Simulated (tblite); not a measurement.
Input of a run (GFN2-xTB geometry optimisation, gas phase (tblite 0.8.0)), started from a force field or distance geometry:
```
{"job": {"kind": "relax", "xc": "GFN2-xTB", "basis": "xTB"}, "charge": 0, "multiplicity": 1}
O     -4.322700     0.493100     0.610500
C     -3.153000     0.361700     0.340900
C     -2.292400    -0.936900     0.172000
Si    -1.070100     0.109300    -0.793000
C      0.709400    -0.105900    -0.309200
Si     1.306800    -1.726300    -1.028400
C      1.406400     0.809200     0.396200
Si     3.174900     0.812600     0.960500
C     -2.028800     1.414600     0.132600
H     -2.804200    -1.717500    -0.401900
H     -1.939400    -1.346400     1.111500
H     -1.306600     0.122400    -2.247100
H      2.594000    -2.112600    -0.391100
H      0.323500    -2.794900    -0.753300
H      1.498800    -1.575500    -2.487000
H      0.921700     1.720600     0.752700
H      3.378900    -0.282400     1.939300
H      4.058100     0.607900    -0.214000
H      3.469000     2.113700     1.603300
H     -1.584700     1.770400     1.072500
H     -2.348500     2.279700    -0.467300
```

Output (eV, eV/Å):
```
step      E/eV     max force
  0    -706.93571    1.502
  1    -707.06461    1.256
  2    -707.13169    0.697
  3    -707.16089    0.672
  4    -707.18651    0.440
  5    -707.21218    0.447
  6    -707.23471    0.412
  7    -707.25059    0.256
  8    -707.25693    0.195
  9    -707.26119    0.174
 10    -707.26558    0.252
 11    -707.27086    0.267
 12    -707.27548    0.177
 13    -707.27834    0.104
 14    -707.27998    0.093
 15    -707.28145    0.126
 16    -707.28317    0.124
 17    -707.28490    0.118
 18    -707.28630    0.080
 19    -707.28741    0.080
 20    -707.28845    0.079
 21    -707.28953    0.096
 22    -707.29053    0.078
 23    -707.29145    0.070
 24    -707.29245    0.067
 25    -707.29362    0.086
 26    -707.29473    0.085
 27    -707.29554    0.052
 28    -707.29610    0.054
 29    -707.29659    0.052
 30    -707.29699    0.042
 31    -707.29722    0.025
 32    -707.29734    0.025
 33    -707.29746    0.026
 34    -707.29760    0.029
 35    -707.29775    0.026
 36    -707.29787    0.022
 37    -707.29796    0.024
 38    -707.29805    0.029
 39    -707.29813    0.022
 40    -707.29820    0.018
 41    -707.29826    0.018
 42    -707.29833    0.022
 43    -707.29839    0.018
 44    -707.29843    0.015
 45    -707.29846    0.013
 46    -707.29850    0.018
 47    -707.29856    0.025
 48    -707.29863    0.025
 49    -707.29870    0.020
 50    -707.29875    0.016
 51    -707.29879    0.016
 52    -707.29882    0.019
 53    -707.29885    0.014
 54    -707.29888    0.011
 55    -707.29890    0.010
```

Task: Summarise the run.

Result: The energy falls by 8.4 kcal/mol over 55 L-BFGS steps, the largest force on an atom goes from 1.50 to 0.010 eV/Å, and the atoms move by 0.121 Å rms after alignment. The bond that changes most is C2–C3 (ketone carbonyl carbon to sp3 carbon bound to silicon), which shortens by 0.053 Å. Bonds longer at the end by more than 0.005 Å: 6 of 21; shorter: 14. Among the angles that change most is Si4–C9–H21, from 115.4° to 122.7°. Among the dihedrals that turn most is O1–C2–C3–H10, from 43° to 30°. The energy never rose by more than 1e-5 eV on the way. The first step brought 35 % of the lowering.

Task: What are the final bond lengths?

Result: O1=C2 1.200 Å, C2–C3 1.514 Å, C3–Si4 1.917 Å, Si4–C5 1.888 Å, C5–Si6 1.893 Å, C5=C7 1.339 Å, C7–Si8 1.887 Å, Si4–C9 1.915 Å, C2–C9 1.513 Å, C3–H10 1.087 Å, C3–H11 1.089 Å, Si4–H12 1.466 Å, Si6–H13 1.463 Å, Si6–H14 1.466 Å, Si6–H15 1.466 Å, C7–H16 1.088 Å, Si8–H17 1.465 Å, Si8–H18 1.464 Å, Si8–H19 1.466 Å, C9–H20 1.089 Å, C9–H21 1.087 Å. Numbering counts from 1 in the input's order; the species is `O=C1C[SiH](/C([SiH3])=C/[SiH3])C1`.

The run took 0.64 s of wall time on one thread, Arm Neoverse V1 (aarch64), shared host with 32 logical CPUs at a one-minute load of 25.

Its lowest GFN2-xTB frequency is 20i cm⁻¹, too small to tell a flat minimum from a shallow saddle. The numbers are those of one conformer. 2 starts were optimised and ended at 0.00 and 0.05 kcal/mol (GFN2-xTB); the lowest of these is shown.

All values are computed, not measured.
